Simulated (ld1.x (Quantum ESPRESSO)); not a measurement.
## titanium: one change to a TM potential, before and after

```
Element                 : Ti (Z = 22)
Generator               : ld1.x (Quantum ESPRESSO) 7.5
Type                    : norm-conserving Troullier–Martins (Kleinman–Bylander form)
Functional              : PBE
Relativity              : scalar-relativistic
Frozen core             : [Ne]
Valence charge          : 12
Reference configuration : 3s2 3p6 3d2 4s2 4p0
Partial waves           : 3p (bound): rc 0.90 bohr; 3d (bound): rc 1.25 bohr; 3s (bound): rc 1.25 bohr
Local potential         : the s channel
Core correction         : none
```

Occupied shells without a wave of their own: 4s. They enter only through the test configuration that unscreens the potential.

All-electron outer shells of the reference configuration (PBE, scalar-relativistic, ld1.x):

| shell | level (eV) | outermost node (bohr) | outermost maximum (bohr) |
| --- | --- | --- | --- |
| 2s | -536.94 | 0.09 | 0.27 |
| 2p | -444.26 | – | 0.22 |
| 3s | -62.63 | 0.40 | 0.87 |
| 3p | -38.86 | 0.37 | 0.90 |
| 4s | -4.47 | 1.24 | 2.92 |
| 3d | -4.26 | – | 0.98 |
| 4p | -1.47 | 1.39 | 3.80 |

Change: wave 3d (bound): rc 1.25 bohr becomes 3d (bound): rc 1.40 bohr.

Cutoffs: the cutoffs (Ry, on a coarse ladder) from which the occupation-weighted sum of valence levels, in a spherical-Bessel basis at the reference potential, stays within 10 and 1 mRy of its value at 400 Ry; they do not see the model core or the augmentation charge, which bear on the density cutoff. Errors are all-electron minus pseudo energies relative to the spin-unpolarised reference configuration.

**Question.** Predict the effect on cutoff, ghosts and configuration errors.

**Answer.** The potential gets neither clearly harder nor softer (110 Ry and 180 Ry → 100 Ry and 180 Ry); of the 7 tests that both files solve, the error grows in 0 and shrinks in 1 by more than 15 % and 0.3 meV (median size 197.8 → 197.8 meV); neither file shows a bound ghost.

| quantity | base | changed |
| --- | --- | --- |
| cutoff, loose | 110 Ry | 100 Ry |
| cutoff, tight | 180 Ry | 180 Ry |
| loose cutoff by channel (10 mRy a level) | p 35 Ry, d 100 Ry, s 50 Ry | p 35 Ry, d 80 Ry, s 50 Ry |
| bound ghosts | none | none |
| largest miss of a reference level, eV | 0.15 | 0.15 |
| error for 3s2 3p6 3d2 4s1 4p0, meV [ΔE 7.35 eV] | -198 | -198 |
| error for 3s2 3p6 3d2 4s0 4p0, meV [ΔE 20.92 eV] | -523 | -523 |
| error for 3s2 3p6 3d1 4s0 4p0, meV [ΔE 47.87 eV] | -815 | -812 |
| error for 3s2 3p6 3d2 4s0 4p1, meV [ΔE 11.12 eV] | -379 | -379 |
| error for 3s1 3p6 3d2 4s2 4p0, meV [ΔE 69.65 eV] | +35 | +26 |
| error for 3s2 3p5 3d2 4s2 4p0, meV [ΔE 45.56 eV] | +51 | +45 |
| error for 3s2 3p6 3d1 4s2 4p1, meV [ΔE 4.67 eV] | +74 | +76 |

Base: The 4s level has no wave, so the channel is fitted at the deeper level alone: the likely source of the large errors. Changed file: The 4s level has no wave, so the channel is fitted at the deeper level alone: the likely source of the large errors.
